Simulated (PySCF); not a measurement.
**N⁺: excitation energy**

N⁺ [He] 2s2 2p2 (3P) → N⁺ [He] 2s2 2p1 3d1 (high-spin determinant), as a difference of total energies. All numbers are calculated (PySCF 2.14, the spin-free X2C one-electron Hamiltonian (Gaussian nucleus), in x2c-QZVPPall with one added diffuse shell each of s, p, d, f type (8s5p4d3f1g, 73 functions)). Correlated levels: valence: 1s2 frozen; valence and next inner shell: nothing frozen. The calculations carry no spin-orbit coupling.

| method | excitation energy (cm⁻¹) |
| --- | --- |
| UHF | 192930 |
| LDA | 191290 |
| PBE | 188400 |
| PBE0 | 190530 |
| r2SCAN | 193360 |
| B3LYP | 190020 |
| TPSSh | 189910 |
| wB97X-V | 192260 |
| M06-2X | 191060 |
| MP2 (valence) | 193770 |
| SCS-MP2 (valence) | 192860 |
| MP2 (valence and next inner shell) | 194010 |
| SCS-MP2 (valence and next inner shell) | 193040 |

The promoted electron is Rydberg-like, and one or two diffuse shells describe it only roughly, which tends to raise the upper state.

The determinant of the upper state mixes LS terms, which raises its energy above the lowest term, most at the Hartree-Fock and MP2 levels.
